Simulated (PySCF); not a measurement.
Diisopropyl ether, C6H14O.
Numbering: `[CH3:1][CH:2]([CH3:3])[O:4][CH:5]([CH3:6])[CH3:7]` (hydrogens: H8, H9, H10 on C1; H11 on C2; H12, H13, H14 on C3; H15 on C5; H16, H17, H18 on C6; H19, H20, H21 on C7)

The closed-shell SCF was solved with PySCF and density fitting under several settings on one GFN2-xTB geometry (grid level 2 and gas phase unless stated).

```csv
settings,basis functions,SCF cycles,E (Eh),HOMO (eV),LUMO (eV),dipole (D)
PBE0/pcSseg-1,189,12,-311.8784,-7.11,1.40,1.23
PBE0/def2-SVPD,255,12,-311.7104,-7.17,0.71,1.22
mPW1PW91/6-31G-J,140,12,-312.1896,-6.88,2.52,1.38
"WP04/pcSseg-1, grid level 4, level shift 0.1 Eh",189,10,-320.0884,-8.18,-0.08,1.28
```

Q: Estimate the row for these settings: BP86/pcseg-1.

A: 
| settings | basis functions | SCF cycles | E (Eh) | HOMO (eV) | LUMO (eV) | dipole (D) |
| --- | --- | --- | --- | --- | --- | --- |
| BP86/pcseg-1 | 168 | 13 | -312.2227 | -5.65 | 0.64 | 1.14 |

Q: Over all rows, what range does the HOMO–LUMO gap span?

A: From 6.29 eV (BP86/pcseg-1) to 9.40 eV (mPW1PW91/6-31G-J). The functional of the narrowest has no exact exchange, that of the widest 25 % exact exchange.

Q: And the dipole moment?

A: From 1.14 D (BP86/pcseg-1) to 1.38 D (mPW1PW91/6-31G-J); the largest is 1.21 times the smallest, and the median is 1.23 D.

Q: Compare two rows with the functional PBE0: PBE0/pcSseg-1 and PBE0/def2-SVPD. Which energy is lower, and by how much?

A: PBE0/pcSseg-1 (189 functions) lies 0.1680 Eh or 105 kcal/mol below PBE0/def2-SVPD (255 functions). The smaller set gives the lower energy; the two sets aren't nested, so the variational bound doesn't order them by size.

Cycle counts include a coarse-grid stage where the run had one. WP04 was designed for NMR shieldings or shifts; total energies of different functionals aren't comparable.

Conformer computed: `[CH3:1][CH:2]([CH3:3])[O:4][CH:5]([CH3:6])[CH3:7]`: C1–C2–O4–C5 -86°, C2–O4–C5–C6 153°.

One conformer stands for the species.
